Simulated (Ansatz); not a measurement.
Input file for Ansatz (an electronic-structure program): U-PBE/def2-TZVPP on Cl (SMILES [Cl]).

Ansatz 0.2 input:
```yaml
crystal:
  periodic: [false, false, false]
  atoms:
    - {symbol: Cl, position_ang: [0.00000000, 0.00000000, 0.00000000]}
basis:
  gaussian:
    orbitals: def2-TZVPP
hamiltonian:
  xc: {name: PBE}
magnetization: {spin_polarized: true, initial_magnetization: 1}
```

Program output:

```
WARN ansatz: RAYON_NUM_THREADS=1 ignored (pool sized by the plan → 1); use --threads N
Functional definition: PBE
integrals: 0.00 GiB planned
294 factors; their error is unknown
mean field: 0.08 GiB planned
mean field evaluation 1: about -12515.9815 eV, gradient 5.3e0 eV
mean field evaluation 2: about -12516.0818 eV, gradient 3.0e0 eV
mean field evaluation 4: about -12516.1151 eV, gradient 7.0e-2 eV
mean field evaluation 8: about -12516.1065 eV, gradient 1.0e-3 eV
mean field evaluation 16: about -12516.1065 eV, gradient 1.8e-5 eV
mean field evaluation 32: about -12516.1065 eV, gradient 6.2e-5 eV
mean field -12516.10648461 eV, -459.9584295877 hartree, gradient 6.2e-5 eV, S^2 0.752902; 2 other end points of the search recorded, 0 dependent functions left out
reference -12516.10650548 eV, -459.9584303545 hartree; 9, 8 occupied and 33, 34 virtual orbitals, 294 factors
Total energy: -12516.10650548 eV, -459.9584303545 hartree
```

The run converged.

Cost: very roughly 0.8 core-seconds.
